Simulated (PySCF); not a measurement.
Ga(Me)(OH)(NH2) (CH₆GaNO), SMILES [CH3][Ga]([NH2])[OH].

Geometry: PBE-D3(BJ)/def2-SVP. A frequency run showed that this geometry is not a minimum. Other conformers were not sampled.

Method: PBE-D3(BJ)/def2-SVP run with PySCF 2.14.0.

Frequencies are harmonic and unscaled.

```json
[
 {"mode": "1", "ν (cm⁻¹)": "40i", "IR (km/mol)": "107.7", "moving atoms (share of kinetic energy)": "H 51 %, N 33 %, Ga 11 %"},
 {"mode": "2", "ν (cm⁻¹)": "37", "IR (km/mol)": "0.3", "moving atoms (share of kinetic energy)": "H 97 %"},
 {"mode": "3", "ν (cm⁻¹)": "144", "IR (km/mol)": "2.1", "moving atoms (share of kinetic energy)": "H 30 %, C 29 %, N 19 %, Ga 15 %"},
 {"mode": "4", "ν (cm⁻¹)": "180", "IR (km/mol)": "8.6", "moving atoms (share of kinetic energy)": "O 43 %, H 21 %, N 18 %, Ga 14 %"},
 {"mode": "5", "ν (cm⁻¹)": "184", "IR (km/mol)": "4.9", "moving atoms (share of kinetic energy)": "H 44 %, Ga 27 %, O 19 %, C 9 %"},
 {"mode": "6", "ν (cm⁻¹)": "292", "IR (km/mol)": "140.7", "moving atoms (share of kinetic energy)": "H 94 %"},
 {"mode": "7", "ν (cm⁻¹)": "393", "IR (km/mol)": "0.6", "moving atoms (share of kinetic energy)": "H 99 %"},
 {"mode": "8", "ν (cm⁻¹)": "548", "IR (km/mol)": "4.7", "moving atoms (share of kinetic energy)": "C 63 %, H 18 %"},
 {"mode": "9", "ν (cm⁻¹)": "652", "IR (km/mol)": "17.5", "moving atoms (share of kinetic energy)": "H 68 %, O 16 %, N 11 %"},
 {"mode": "10", "ν (cm⁻¹)": "666", "IR (km/mol)": "53.0", "moving atoms (share of kinetic energy)": "O 57 %, H 20 %, Ga 18 %"},
 {"mode": "11", "ν (cm⁻¹)": "698", "IR (km/mol)": "17.3", "moving atoms (share of kinetic energy)": "H 81 %, C 17 %"},
 {"mode": "12", "ν (cm⁻¹)": "702", "IR (km/mol)": "56.4", "moving atoms (share of kinetic energy)": "N 64 %, Ga 20 %, H 14 %"},
 {"mode": "13", "ν (cm⁻¹)": "737", "IR (km/mol)": "108.9", "moving atoms (share of kinetic energy)": "H 75 %, C 13 %"},
 {"mode": "14", "ν (cm⁻¹)": "806", "IR (km/mol)": "91.7", "moving atoms (share of kinetic energy)": "H 89 %"},
 {"mode": "15", "ν (cm⁻¹)": "1171", "IR (km/mol)": "5.6", "moving atoms (share of kinetic energy)": "H 81 %, C 19 %"},
 {"mode": "16", "ν (cm⁻¹)": "1383", "IR (km/mol)": "1.3", "moving atoms (share of kinetic energy)": "H 96 %"},
 {"mode": "17", "ν (cm⁻¹)": "1384", "IR (km/mol)": "2.7", "moving atoms (share of kinetic energy)": "H 95 %"},
 {"mode": "18", "ν (cm⁻¹)": "1459", "IR (km/mol)": "21.6", "moving atoms (share of kinetic energy)": "H 89 %, N 11 %"},
 {"mode": "19", "ν (cm⁻¹)": "2983", "IR (km/mol)": "4.0", "moving atoms (share of kinetic energy)": "H 97 %"},
 {"mode": "20", "ν (cm⁻¹)": "3085", "IR (km/mol)": "3.0", "moving atoms (share of kinetic energy)": "H 91 %, C 9 %"},
 {"mode": "21", "ν (cm⁻¹)": "3093", "IR (km/mol)": "4.5", "moving atoms (share of kinetic energy)": "H 91 %, C 9 %"},
 {"mode": "22", "ν (cm⁻¹)": "3518", "IR (km/mol)": "21.4", "moving atoms (share of kinetic energy)": "H 96 %"},
 {"mode": "23", "ν (cm⁻¹)": "3629", "IR (km/mol)": "24.1", "moving atoms (share of kinetic energy)": "H 91 %, N 9 %"},
 {"mode": "24", "ν (cm⁻¹)": "3754", "IR (km/mol)": "38.4", "moving atoms (share of kinetic energy)": "H 94 %"}
]
```
